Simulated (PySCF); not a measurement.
Electron correlation in Bi(2+) (bismuth, charge +2)

[Xe] 4f14 5d10 6s2 6p1, 2P determinant. Calculation: PySCF 2.14, in cc-pVTZ-PP with ECP60MDF; a scalar-relativistic core potential. Frozen: 5s2 5p6 5d10; 3 electrons correlated.

MP2 pair energies summed by pair of shells (mhartree):

```csv
pair,energy,share (%)
6s-6s,-15.43,55.7
6s-6p,-12.25,44.3
```

Total MP2 correlation energy: -27.68 mhartree.

Same-spin part -2.08 and opposite-spin part -25.60 mhartree; SCS-MP2 scales them by 1/3 and 6/5 to -31.41 mhartree.

```tsv
level	correlation energy (mhartree)
CCSD	-36.25
(T)	-0.36
CCSD(T)	-36.61
```

Diagnostics: T1 = 0.0060, D1 = 0.0135, largest double amplitude 0.073.

Spin-orbit coupling, absent here, splits the open shell strongly.

Cost of the coupled-cluster step: 0.3 s of wall time on 1 thread of Neoverse-V1 (shared host), for 3 correlated electrons.
